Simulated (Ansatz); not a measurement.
Two isomers of CH7AlGeO: A = `C[O][GeH2][AlH2]`, B = `C[O][AlH][GeH3]`.

Gas-phase electronic energies from Ansatz, PBE0-D4/def2-TZVP geometries. CBS: MP2 limit from def2 TZ/QZ plus the TZ coupled-cluster correction, frozen cores. DFT in def2-TZVPP. B3LYP here is the variant with VWN-RPA as its local correlation; programs differ in this. For Ge outer-core shells are correlated without core-valence functions, which leaves a few kJ/mol of doubt a bond. Scalar relativity is left out up to krypton. One conformer a species, not always the lowest.

A:

```xyz
11

C    -0.7575    1.6781    0.0465
O    -0.0069    1.0745   -0.9727
Ge    1.1003   -0.2562   -0.4934
Al   -0.1918   -2.2024    0.3853
H    -1.4072    2.4318   -0.4059
H    -0.1212    2.1794    0.7896
H    -1.3989    0.9591    0.5786
H     2.0984    0.3341    0.5397
H     1.8846   -0.5409   -1.7894
H    -1.7564   -2.0889    0.6271
H     0.5565   -3.5686    0.6946
```

B:

```xyz
11

C    -1.7384    0.1533    1.1208
O    -1.2695   -0.9329    0.3775
Al    0.0864   -1.2420   -0.5753
Ge    1.7923    0.5309   -0.8642
H    -1.8586   -0.1342    2.1702
H    -2.7166    0.4706    0.7451
H    -1.0612    1.0159    1.0792
H     0.1567   -2.6806   -1.2252
H     3.1909    0.0536   -0.4212
H     1.9304    0.9519   -2.3420
H     1.4875    1.8136   -0.0649
```

(1) Which isomer does CCSD(T)/CBS put lower? Give the gap. (An estimate is asked.)

(2) Give E(B) − E(A) in kcal/mol with PBE0-D4, MP2/def2-TZVPP, PBE-D4, r2SCAN-D4, B3LYP-D4, HF/def2-TZVPP, CCSD/def2-TZVPP. (An estimate is asked.)

Largest T1 diagnostic: 0.013.

Results:

(1) Computed: B, by 31.1 kcal/mol.

(2) Ansatz gave: PBE0-D4 -30.6, MP2/def2-TZVPP -31.1, PBE-D4 -30.2, r2SCAN-D4 -31.6, B3LYP-D4 -31.0, HF/def2-TZVPP -29.9, CCSD/def2-TZVPP -30.7. None reverses the order clearly.
